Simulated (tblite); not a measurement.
Species: C3H11AlBN.
Numbering: `[CH3:1][CH2:2][B:3]([CH3:4])[NH:5][AlH2:6]` (hydrogens: H7, H8, H9 on C1; H10, H11 on C2; H12, H13, H14 on C4; H15 on N5; H16, H17 on Al6)

Structure used (GFN2-xTB), in Å, numbered top down from 1:
```xyz
17
C3H11AlBN angstrom
C     -0.385   -1.680    0.673
C     -0.915   -0.666   -0.336
B     -0.274    0.791   -0.150
C     -1.186    2.090   -0.146
N      1.131    0.842   -0.008
Al     2.226   -0.594   -0.134
H     -0.760   -2.684    0.478
H     -0.654   -1.396    1.689
H      0.720   -1.721    0.623
H     -2.006   -0.659   -0.286
H     -0.652   -1.020   -1.339
H     -1.786    2.145   -1.053
H     -0.628    3.021   -0.065
H     -1.893    2.059    0.681
H      1.499    1.782    0.112
H      3.195   -0.938    1.019
H      2.360   -1.362   -1.470
```

Level: GFN2-xTB in tblite, geometry and Hessian alike; calculated harmonic values, unscaled, isolated species. Against measured fundamentals such values can be off by several per cent, at times by over 20. Modes of hydrogen on aluminium can be 10 to 20 % off. One conformer, not necessarily the lowest. The optimisation stopped once no atom felt more than 0.01 eV/Å.

Lowest wavenumbers of the output (negative numbers stand for imaginary wavenumbers):
```
mode    cm-1
  1     -31.2
  2      76.3
  3      88.0
  4     144.3
  5     188.4
  6     220.9
  7     254.6
  8     277.2
  9     344.9
 10     442.4
 11     459.1
 12     560.2
 13     633.4
 14     662.7
 15     729.0
```

Problem. Is this structure a minimum?

Solution. Not by this Hessian. 1 mode is imaginary beyond 20i (31i cm⁻¹), so at this level the point lies at or near a first-order saddle. The curvature is small, so loose convergence or finite differences may be the whole cause.

Problem. Which atoms move in the imaginary mode?

Solution. 31i: C2 (sp3 carbon bound to boron) 22 %, C1 (methyl carbon) 12 %, H11 (methylene hydrogen) 12 %, H10 (methylene hydrogen) 10 %. These are shares of the mass-weighted motion.

Problem. What is the remedy?

Solution. Step along that mode in both directions, optimise again with tighter thresholds and repeat the frequencies. The zero-point energy of this point (83.4 kcal/mol) counts the 44 real modes alone, and thermal corrections from it aren't those of a minimum.
